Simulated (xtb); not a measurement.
Te(F)(SeH) (FHSeTe), SMILES F[Te][SeH]. All values are semi-empirical tight-binding results from xtb (GFN2-xTB unless named), good for trends rather than for accurate numbers. The structure is a stationary point at GFN2-xTB. One conformer was computed; it need not be the lowest.

Optimised geometry:

Bonds (Å): Te1–F2 2.013, Te1–Se3 2.441, Se3–H4 1.458. Bond angles (°): F2–Te1–Se3 97.6, Te1–Se3–H4 100.3.
Charge 0, spin multiplicity 1.

| Quantity | Result |
|---|---|
| orbital gap | 3.22 eV |
| zero-point energy | 5.3 kcal/mol |
| G − E(el) at 298.15 K (modified RRHO) | -14.0 kcal/mol |
| static polarisability (D4 model) | 70.1 bohr³ |
| solvation energy, GFN2-xTB/ALPB(water) | -4.5 kcal/mol |
| solvation energy, GFN2-xTB/ALPB(benzene) | -4.5 kcal/mol |

Computed atomic charges and the Wiberg bond orders between heavy atoms:
charges (e) Te1 0.20, F2 -0.25, Se3 -0.09, H4 0.14. Bond orders Te1–F2 1.13, Te1–Se3 1.36.
